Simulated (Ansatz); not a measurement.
B₂Sb⁺. Total charge 1; triplet. Geometry PBE-D4/def2-TZVP.

```xyz
3

B    -0.4574    0.8054   -0.0431
B    -0.9069   -0.7518   -0.0896
Sb    1.3643   -0.0536    0.1327
```

In the def2 sets Sb takes a core potential; there is no spin–orbit coupling. At HF/def2-TZVP the charge 1 triplet is spin-contaminated (final ⟨S²⟩ up to 2.78, 2.00 for a pure state). The order of the spin states hangs on the level: the singlet lies 0.65 eV below the triplet at PBE0-D4/def2-TZVP, but 0.50 eV above it at HF/def2-TZVP. The structure comes from a short search, and lower isomers may exist.

Q: Estimate the α-spin orbital energies around the gap (eV) in Ansatz with HF/def2-TZVP, PBE-D4/def2-TZVP, revPBE-D4/def2-TZVP, r2SCAN-D4/def2-TZVP, ωB97M-V/def2-TZVP.

A: 
```
orbital  HF/def2-TZVP  PBE-D4/def2-TZVP  revPBE-D4/def2-TZVP  r2SCAN-D4/def2-TZVP  ωB97M-V/def2-TZVP
 HOMO−9        -51.27            -40.33               -40.30               -41.16             -45.99
 HOMO−8        -51.17            -40.29               -40.26               -41.11             -45.93
 HOMO−7        -50.98            -40.17               -40.14               -40.98             -45.79
 HOMO−6        -50.95            -40.14               -40.11               -40.95             -45.75
 HOMO−5        -29.60            -22.26               -22.21               -22.96             -26.81
 HOMO−4        -22.55            -17.93               -17.89               -18.43             -21.72
 HOMO−3        -19.79            -14.45               -14.43               -14.96             -17.85
 HOMO−2        -16.68            -13.27               -13.23               -13.64             -16.12
 HOMO−1        -16.58            -12.71               -12.64               -12.87             -15.59
   HOMO        -15.96            -11.77               -11.74               -12.21             -14.92
   LUMO         -6.41            -10.37               -10.31               -10.39              -7.55
 LUMO+1         -5.13             -9.55                -9.48                -9.41              -6.80
 LUMO+2         -3.28             -7.15                -7.08                -6.91              -4.15
 LUMO+3         -2.85             -7.07                -7.00                -6.87              -4.09
 LUMO+4         -1.23             -4.90                -4.85                -4.30              -2.39
 LUMO+5         -0.51             -3.43                -3.38                -2.43              -1.44
 β HOMO        -15.25            -12.43               -12.38               -12.62             -15.15
 β LUMO         -7.08            -11.95               -11.85               -11.63              -9.11
```
